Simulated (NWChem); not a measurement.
Species: C2H4GeN2; SMILES C1=[N][GeH2][N]=C1

```xyz
9

C      0.0000     0.7602     1.5681
N      0.0000     1.3797     0.4568
Ge     0.0000     0.0000    -0.8340
N      0.0000    -1.3797     0.4568
C      0.0000    -0.7602     1.5681
H      0.0000     1.3025     2.5299
H     -1.2756     0.0000    -1.6836
H      1.2756     0.0000    -1.6836
H      0.0000    -1.3025     2.5299
```
Atoms are numbered in this order, from 1.

Level: PBE0/def2-SVP (NWChem), optimised geometry, unscaled harmonic frequencies. 

```tsv
frequency (cm⁻¹)	IR intensity (km/mol)
266	6.7
431	23.0
432	0.0
521	67.9
540	25.3
651	0.0
689	21.9
691	1.9
859	99.9
891	30.8
894	1.1
904	76.5
1020	0.0
1307	3.2
1331	2.5
1663	43.6
1730	4.4
2187	79.7
2196	86.7
3095	18.0
3110	68.2
```

| Quantity | Result |
|---|---|
| zero-point energy | 36.3 kcal/mol |
| thermal correction to the enthalpy at 298.15 K (with zero-point energy) | 40.0 kcal/mol |
| heat capacity Cv | 18.3 cal/(mol K) |
| entropy at 298.15 K and 1 atm (symmetry number 2) | 71.4 cal/(mol K) |
| dipole moment | 0.41 D |

Rigid rotor and harmonic oscillator.
